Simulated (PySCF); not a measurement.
All of these have the formula C3H11PSi2. Level of theory: TDDFT CAM-B3LYP/def2-SVPD, vertical, gas phase, core orbitals frozen in the response in PySCF. Geometries: PBE0-D3(BJ)/def2-SVP; one conformer of each isolated species. Triplets are in the Tamm–Dancoff approximation. 'Strongest' means the level of largest summed f among the lowest 10 singlets; it needn't be the same kind of state in each.

**Question.** Rank by computed lowest singlet excitation energy, highest first.
A. `C[Si@H]1C[Si@@H](P)C1`
B. `C[SiH2]/C=C/[SiH2]P`
C. `P[Si@H]1C[SiH2][C@H]1C`
D. `C[C@@H]1[SiH2]C[Si@H]1P`

**Answer.** A (6.41 eV), C (6.25 eV), D (6.05 eV), B (5.78 eV).

```csv
SMILES,S1 (eV),strongest (eV),f (strongest),T1 (eV),α (au),S1 mainly
C[Si@H]1C[Si@@H](P)C1,6.41,7.11,0.25,5.64,113.9,H→L+1 (54%)
C[C@@H]1[SiH2]C[Si@@H]1P,6.25,6.99,0.12,5.66,114.3,H→L (70%)
C[C@@H]1[SiH2]C[Si@H]1P,6.05,7.02,0.28,5.57,116.7,H→L (81%)
C[SiH2]/C=C/[SiH2]P,5.78,6.57,0.28,4.03,122.0,H-2→L (75%)
```

H and L stand for HOMO and LUMO.

- `C[Si@H]1C[Si@@H](P)C1`: Löwdin shares by element: HOMO phosphorus 54%, silicon 16% or more, carbon 5% or more, hydrogen 5% or more (atoms not listed hold the other 20%); LUMO silicon 33%, phosphorus 15%, hydrogen 7% or more (atoms not listed hold the other 45%).
- `C[C@@H]1[SiH2]C[Si@@H]1P`: Löwdin shares by element: HOMO phosphorus 46%, carbon 18% or more, silicon 13% or more (atoms not listed hold the other 23%); LUMO silicon 30%, carbon 19% or more (atoms not listed hold the other 52%).
- `C[C@@H]1[SiH2]C[Si@H]1P`: Löwdin shares by element: HOMO phosphorus 34%, silicon 24%, carbon 16% or more (atoms not listed hold the other 26%); LUMO silicon 27%, carbon 19% or more (atoms not listed hold the other 54%).
- `C[SiH2]/C=C/[SiH2]P`: Löwdin shares by element: HOMO phosphorus 63%, silicon 14% or more, hydrogen 12% or more; LUMO carbon 60% or more, silicon 18% (atoms not listed hold the other 22%).
